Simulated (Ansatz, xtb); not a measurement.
## Two isomers of C5H5F2NS

Structure X: `FC(F)Sc1cc[nH]c1`, a singlet. Structure Y: `FC(F)Cc1cncs1`, a singlet. Both are isolated molecules in the gas phase, relaxed with r2SCAN-D4/def2-SVP; each stands in its lowest conformer found.

Problem. Which of the two would you expect CCSD(T)/def2-SVP + ΔMP2/def2-TZVPP electronic energies to favour?

Solution. Structure Y; the calculation gives E(Y) − E(X) = −41.4 kJ/mol.

Level by level:

| level | geometry | E(Y) − E(X) (kJ/mol) | departure from the last row (kJ/mol) | job, with rough time for the two |
| --- | --- | --- | --- | --- |
| r2SCAN-D4/def2-SVP | r2SCAN-D4/def2-SVP | −29.8 | +11.6 | optimisation, 2.2 min |
| HF/def2-SVP | r2SCAN-D4/def2-SVP | −27.1 | +14.3 | part of the CCSD(T) run |
| MP2/def2-SVP | r2SCAN-D4/def2-SVP | −36.3 | +5.1 | part of the CCSD(T) run |
| CCSD(T)/def2-SVP | r2SCAN-D4/def2-SVP | −40.0 | +1.4 | single point |
| CCSD(T)/def2-SVP + ΔMP2/def2-TZVPP | r2SCAN-D4/def2-SVP | −41.4 |  | single point, 2.2 min |

As drawn, Y has 2 C–C, 2 C∷S, 1 C–H in place of 2 C–S, 2 C∷C, 1 N–H (∷ is an aromatic bond).

The levels shown agree on the order. The largest departure from CCSD(T)/def2-SVP + ΔMP2/def2-TZVPP is that of HF/def2-SVP, 14.3 kJ/mol. A small imaginary or near-zero mode remains, so no thermal terms are given. Levels run at GFN2-xTB geometries aren't shown. The last row adds to CCSD(T) the change of the MP2 difference between the two basis sets, here −1.4 kJ/mol.

The correlated steps freeze 13 core orbitals. Codes used: Ansatz 0.2.0, xtb 6.7.1; the last row on 4 threads of Arm Neoverse V2 on a shared host.
